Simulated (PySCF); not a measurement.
# Frontier orbitals and the lowest excitations

Species: C₃H₁₂N₂Si₂.
Cartesian coordinates in Å at the GFN2-xTB level; atoms count from 1:
```
atom  x, y, z in Å
C1    -3.3523   -0.5943   -0.9063
C2    -3.2563    0.5474   -0.2448
Si3   -1.7077    1.2103    0.5970
N4    -0.3552    0.3160    0.0102
Si5    1.2742    0.4283    0.5760
N6     2.1025   -0.7771   -0.3266
C7     3.5245   -0.9765   -0.2054
H8    -2.5057   -1.2528   -1.0209
H9    -4.2721   -0.9328   -1.3608
H10   -4.1446    1.1614   -0.1562
H11   -1.7712    1.0036    2.0461
H12   -1.5894    2.6503    0.3131
H13   -0.4457   -0.0245   -0.9338
H14    1.9404    1.6935    0.2451
H15    1.2129    0.2625    2.0339
H16    1.6212   -1.6518   -0.4782
H17    3.9125   -1.4793   -1.0936
H18    4.0049   -0.0049   -0.1179
H19    3.7972   -1.5701    0.6748
```

The calculation used PySCF 2.14.0, density-fitted response routines, TDDFT CAM-B3LYP/def2-SVPD, vertical, gas phase, core orbitals frozen in the response.

Kohn–Sham orbitals with the atoms that hold most of them (Löwdin shares over 4%, at most four atoms; ? is withheld):

| orbital | ε (eV) | atoms |
| --- | --- | --- |
| LUMO+2 | 1.23 | C7 18%, Si5 17%, H15 8%, Si3 8% |
| LUMO+1 | 1.20 | Si5 16%, C1 15%, Si3 12%, H13 9% |
| LUMO | 0.73 | C1 32%, C2 30%, Si3 13%, H8 6% |
| HOMO | ? | ? |
| HOMO-1 | -8.71 | ? |
| HOMO-2 | -9.32 | C2 37%, C1 37%, Si3 6% |
| HOMO-3 | -10.18 | C2 32%, Si3 19%, C1 14%, H10 8% |

Q: Which atoms hold the HOMO, and with what shares?

A: N6 (bonded to C, Si and H) 57%; C7 (bonded to N and 3 H) 12%; Si5 (bonded to 2 N and 2 H) 9%; H19 (bonded to C) 6%.

Q: Give the leading atoms of the HOMO-1.

A: N4 (bonded to 2 Si and H) 52%; Si3 (bonded to C, N and 2 H) 11%; Si5 (bonded to 2 N and 2 H) 10%; H12 (bonded to Si) 7%. By element: nitrogen 52% or more, silicon 21%, hydrogen 7% or more.

Q: What is the HOMO energy, and the HOMO–LUMO gap?

A: ε(HOMO) = -8.22 eV; the gap is 8.95 eV (0.3289 hartree).

Q: The HOMO–LUMO gap is 8.95 eV. Where does the response calculation put the lowest singlet, and from which orbitals?

A: S1 is at 6.07 eV (f = 0.0036), 2.88 eV below the gap, made of HOMO→LUMO+2 (66%), HOMO→LUMO+1 (24%). Its leading pair isn't HOMO and LUMO; the energies of that pair differ by 9.45 eV. Without the coupling terms of the response equations the lowest excitation would equal the gap.

Next come S2 at 6.46 eV (f 0.011), HOMO-1→LUMO (68%), HOMO-1→LUMO+1 (10%); S3 at 6.58 eV (f 0.014), HOMO→LUMO+1 (44%), HOMO→LUMO+2 (19%), HOMO→LUMO (11%); S4 at 6.63 eV (f 0.0039), HOMO-1→LUMO+2 (35%), HOMO-1→LUMO+1 (22%), HOMO-3→LUMO (21%); S5 at 6.86 eV (f 0.0097), HOMO-3→LUMO (54%), HOMO-1→LUMO+2 (15%), HOMO-1→LUMO (10%).

The run took 1.9 min on one thread, Arm Neoverse N1 (aarch64), shared host with 64 logical CPUs at a one-minute load of 61, and the process peaked at 1.1 GiB of memory.

One conformer stands for the species.
